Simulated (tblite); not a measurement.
The geometries are computed with GFN2-xTB (gas phase). One conformer each, none proved a minimum here. Atom numbers follow the mapped SMILES.

Question: Order the C–Si distances, shortest first.
A. C1–Si2 in `[CH3:1][SiH:2]([CH3:3])[CH2:4][SiH2:5][F:6]` with C1–Si2–C4–Si5 52°, Si2–C4–Si5–F6 53°
B. C2–Si4 in `[CH3:1][C:2]([SiH3:3])([SiH3:4])[CH2:5][F:6]` with C1–C2–C5–F6 180°
C. C6–Si7 in `[O:1]=[CH:2][O:3][CH2:4]/[CH:5]=[CH:6]\[SiH2:7][Cl:8]` with O1–C2–O3–C4 -1°, C2–O3–C4–C5 -76°, O3–C4–C5–C6 107°, C5–C6–Si7–Cl8 -125°

Answer: C (1.890 Å), A (1.901 Å), B (1.916 Å).

- 1.890 Å: drawn single, alkene CH carbon to chlorine-bound silicon
- 1.901 Å: drawn single, Si-methyl carbon to SiH silicon
- 1.916 Å: drawn single, sp3 carbon bound to silicon to SiH3 silicon

Question: Rank these C–O bonds from shortest to longest.
A. O6–C7 in `[CH2:1]=[CH:2][C@@H:3]1[O:4][SiH2:5][O:6][C@H:7]([CH:8]=[O:9])[O:10]1` with C1–C2–C3–O4 -4°, O6–C7–C8–O9 -1°, C2–C3–O4–Si5 -101°, C3–O4–Si5–O6 -10°, O4–Si5–O6–C7 19°, Si5–O6–C7–C8 81°
B. C2–O3 in `[O:1]=[CH:2][O:3][CH2:4]/[CH:5]=[CH:6]\[SiH2:7][Cl:8]` with O1–C2–O3–C4 -1°, C2–O3–C4–C5 -76°, O3–C4–C5–C6 107°, C5–C6–Si7–Cl8 -125°
C. C6–O7 in `[CH3:1][O:2]/[CH:3]=[C:4](\[O:5][CH:6]=[O:7])[C:8](=[O:9])[SiH3:10]` with C1–O2–C3–C4 -174°, C3–C4–O5–C6 53°, C4–O5–C6–O7 2°, C3–C4–C8–O9 3°

Answer: C (1.192 Å), B (1.317 Å), A (1.376 Å).

- 1.192 Å: drawn double, ester carbonyl carbon to ester carbonyl oxygen
- 1.317 Å: drawn single, ends: ester carbonyl carbon; ester single-bonded oxygen
- 1.376 Å: drawn single, silyl ether oxygen to sp3 carbon bearing two oxygens, in a 6-membered ring
